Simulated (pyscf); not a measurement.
SbH₃, singlet

Gas-phase minimum from PySCF at ωB97X-D3(BJ)/def2-SVP, one conformer. 

```xyz
4

Sb    -0.6959    -0.0454    -0.3361
H     -0.9057     0.0411     1.3562
H     -0.7271    -1.7523    -0.3104
H     -2.3796     0.0385    -0.6066
```

Bonds (Å): Sb1–H2 1.707, Sb1–H3 1.707, Sb1–H4 1.707. Angles (°): H2–Sb1–H3 91.9, H2–Sb1–H4 91.9, H3–Sb1–H4 91.9.

Properties at ωB97X-D3(BJ)/def2-SVP:

```yaml
harmonic_wavenumbers_unscaled: 839, 878, 878, 2013, 2017, 2017 cm⁻¹
zero_point_energy: 12.4 kcal/mol
rotational_symmetry_number: 3
Entropy of this conformer at 298 K and 1 atm, rigid rotor and harmonic oscillator, modes under 100 cm⁻¹ raised to 100: 232.4 J/(mol K)
dipole_moment: 0.19 D
```

Single-point totals, which compare only within one level (frozen core for MP2 and CC):

```csv
level,total energy (hartree)
ωB97X-D3(BJ)/def2-TZVP,-242.11361
PBE/def2-TZVP,-242.01535
r²SCAN/def2-TZVP,-242.11892
B3LYP-D3(BJ)/def2-TZVP,-242.12126
PBE0-D3(BJ)/def2-TZVP,-242.03133
M06-2X/def2-TZVP,-241.92974
ωB97M-D3(BJ)/def2-TZVP,-242.07680
HF/def2-TZVPP,-240.98061
MP2/def2-TZVPP,-241.34870
CCSD/def2-TZVPP,-241.35924
CCSD(T)/def2-TZVPP,-241.36890
```

The CCSD(T) − MP2 part came from Ansatz, without density fitting, on the same reference. The frozen core leaves the outer d or s,p core shells of the metals and heavy elements correlated in the MP2 and CC values, and def2-TZVPP describes them poorly, so these totals are far from the basis limit. Elements past Kr carry the def2 core potentials, without spin-orbit coupling.
